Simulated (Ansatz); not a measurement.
A run for Ansatz (an electronic-structure program): R-CCSD(T)/cc-pV(T+d)Z on H2 (SMILES [H][H]). The basis file is the Basis Set Exchange's JSON of that set.

Ansatz 0.2 input:
```yaml
crystal:
  periodic: [false, false, false]
  atoms:
    - {symbol: H, position_ang: [0.00000000, -0.00000000, 0.38043305]}
    - {symbol: H, position_ang: [-0.00000000, 0.00000000, -0.38043305]}
basis:
  gaussian:
    orbitals: cc-pV_T+d_Z.json
magnetization: {spin_polarized: false}
correlation: {method: ccsd_t, electrons: outside_noble_gas}
scf: {lower_state_search: off}
```

It printed:

```
WARN ansatz: RAYON_NUM_THREADS=4 ignored (pool sized by the plan → 4); use --threads N
Functional definition: HF
these checks for a lower state are left out or cut short: stability, starts, cluster_reference, orbital_swaps, neighbouring_geometries, increment
integrals: 0.00 GiB planned
145 factors; integrals over basis functions are off by at most 7.5e-4 eV
mean field: 0.04 GiB planned
mean field evaluation 1: about -30.7408 eV, gradient 3.6e0 eV
mean field evaluation 2: about -30.7389 eV, gradient 3.6e0 eV
mean field evaluation 4: about -30.8175 eV, gradient 5.9e-2 eV
mean field evaluation 8: about -30.8173 eV, gradient 1.7e-7 eV
mean field -30.81731439 eV, -1.1325154152 hartree, gradient 4.5e-7 eV, S^2 0.000000; 0 other end points of the search recorded, 0 dependent functions left out
reference -30.81731439 eV, -1.1325154152 hartree; 1, 1 occupied and 27, 27 virtual orbitals, 145 factors
second order -0.86414519 eV of doubles, -0.00000000 eV of singles
coupled cluster: 0.05 GiB planned
cycle   1  -1.01005784 eV  change   -1.5e-1 eV  update   2.6e-2
cycle   2  -1.07665147 eV  change   -6.7e-2 eV  update   9.4e-3
cycle   3  -1.07791111 eV  change   -1.3e-3 eV  update   1.2e-3
cycle   4  -1.07787306 eV  change    3.8e-5 eV  update   1.4e-4
cycle   5  -1.07782272 eV  change    5.0e-5 eV  update   1.7e-5
cycle   6  -1.07783024 eV  change   -7.5e-6 eV  update   2.8e-6
cycle   7  -1.07782967 eV  change    5.7e-7 eV  update   4.4e-7
perturbative correction 0.00000000 eV, 0.0000000000 hartree
Total energy: -31.89514407 eV, -1.1721249251 hartree
Checks for a lower state left out: stability, starts, cluster_reference, orbital_swaps, neighbouring_geometries, increment
```

The calculation finished and met its thresholds.

Cost: roughly 0.23 core-seconds.
